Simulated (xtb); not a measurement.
Spectroscopic constants of ClF+, multiplicity 2 (lowest of 2S+1 = 2, 4 at CCSD(T)/def2-TZVPP on PBE0 minima; our sources give no spin for the ground state, which may be another).

Seven points along R, fitted to fifth degree in 1/R; most abundant isotopes. In def2 and cc sets the state is the lowest found near the PBE0 minimum, followed along R.

Run with xtb for the GFN methods. Values without a source in brackets are computed. The GFN methods have no spin term and hold the electronic entropy of 300 K.

Energies at GFN1-xTB:

| R (Å) | E (hartree) |
|---|---|
| 1.417241 | -8.68288976 |
| 1.455338 | -8.69130868 |
| 1.490388 | -8.69633045 |
| 1.530010 | -8.69940453 |
| 1.569632 | -8.70019550 |
| 1.615349 | -8.69880877 |
| 1.668686 | -8.69473715 |

**Question.** With a reduced mass of 12.3103 u, find the minimum, the force constant and the constants.

**Answer.** A fifth-degree polynomial in 1/R puts the minimum at r_e = 1.5653 Å with force constant 529 N/m. Then ω_e = (1/2πc)√(k/μ) = 854 cm⁻¹ and B_e = h/(8π²cμr_e²) = 0.5589 cm⁻¹; the cubic and quartic terms give α_e = 0.0036 and ω_e x_e = 3.4 cm⁻¹.
